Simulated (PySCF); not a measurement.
**Converging LiHg in the basis (PBE)**

PySCF, UKS reference; doublet, unpaired electrons σ ↑; De to Li + Hg without counterpoise correction.

```
    basis                           relativity  functions  Re (Å)  ωe (cm⁻¹)  De (eV)  μ (D)
 def2-SVP  scalar-relativistic core potentials         41   3.099        126     0.13  -0.09
def2-SVPD  scalar-relativistic core potentials         47   3.011        143     0.15   0.19
def2-TZVP  scalar-relativistic core potentials         57   2.974        151     0.16  -0.35
```

**Question.** How does each smaller set differ from the one with most functions, def2-TZVP?

**Answer.** def2-SVP: +12.5 pm, -16.6 % in ωe, -0.03 eV in De; def2-SVPD: +3.7 pm, -5.3 % in ωe, -0.01 eV in De. All at PBE; the set with most functions is neither the basis-set limit nor always the best.

A positive dipole means Li(−)Hg(+). The bond is weak. Basis-set superposition, not corrected here, can be much of De in a small basis, most of all at correlated wavefunction levels. Functionals without a dispersion term scatter widely for such bonds, and LDA overbinds them. Spin–orbit coupling is left out. The state is the lowest determinant that a PBE0 search found; another state may lie lower at other levels.
